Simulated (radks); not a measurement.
Fractional charge and spin in the 5s shell of caesium: the spin-up occupation runs from 0 to 1 and the spin-down occupation from 0 to 1; the fullest corner is Cs3+, [Kr] 4d10 5p(up 2, down 2) 5s(up 1, down 1). Method: scalar-relativistic Kohn-Sham, PBE, spin-polarised, spherical densities, point nucleus; computed with a radial shooting solver on a logarithmic mesh with Libxc functionals. Energy (eV) minus the two flat planes that join the four corners (they meet along the diagonal where the two added fractions sum to one electron); zero is where a piecewise linear energy would lie.

\begin{tabular}{lrrrrr}
down \ up & 0 & 0.25 & 0.5 & 0.75 & 1 \\ \hline
0 & 0.000 & -1.191 & -1.585 & -1.187 & 0.000 \\
0.25 & -1.191 & -1.516 & -1.051 & 0.198 & -1.141 \\
0.5 & -1.585 & -1.051 & 0.264 & -1.012 & -1.518 \\
0.75 & -1.187 & 0.198 & -1.012 & -1.455 & -1.136 \\
1 & 0.000 & -1.141 & -1.518 & -1.136 & 0.000 \\
\end{tabular}

Corners above the fullest one (they belong to Cs4+ and the next ion): (up 1, down 0) 60.041 eV, (up 0, down 1) 60.041 eV, (up 0, down 0) 133.56 eV. With half an added electron in each spin the energy lies 0.264 eV from the planes, and with half an added electron in spin up alone -1.585 eV. The planes are only a guide here: the flat-plane condition holds for ground states with one frontier orbital, while this shell lies below other occupied shells, so the corners above the fullest one are inner-hole states and not the ground states of those ions.
